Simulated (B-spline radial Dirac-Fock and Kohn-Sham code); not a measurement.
# Relativistic shifts of the levels of Nd²⁺

System: the Nd²⁺ ion, [Xe] 4f4.

Both columns are ΔSCF binding energies of the configuration average from a radial B-spline solver: non-relativistic Hartree-Fock with a point nucleus, and Dirac-Fock with a finite nucleus and the Coulomb interaction alone, averaged over the two j levels with weights 2j+1.

```
shell  Hartree-Fock (eV)  Dirac-Fock (eV)  shift (eV)  shift (%)
   1s            41502.3          43760.6    +2258.32      +5.44
   2s             6597.1           7170.3     +573.20      +8.69
   2p             6235.7           6413.7     +178.02      +2.85
   3s             1470.2           1601.2     +131.03      +8.91
   3p             1311.6           1356.1      +44.52      +3.39
   3d             1019.0           1006.5      -12.57      -1.23
   4s              315.5            345.2      +29.72      +9.42
   4p              253.6            262.5       +8.96      +3.53
   4d              143.3            140.1       -3.21      -2.24
   4f              22.05            18.57       -3.48     -15.77
   5s              57.45            61.94       +4.50      +7.83
   5p              38.76            39.59       +0.83      +2.13
```

Relativity binds 1s, 2s, 2p, 3s, 3p, 4s, 4p, 5s, 5p more strongly, among those listed most of all 4s in relative terms, and 3d, 4d, 4f more weakly, because the contracted s and p shells screen the nucleus better.

Values without a named source are computed, but for edge energies of neutral atoms, which are taken from tables.
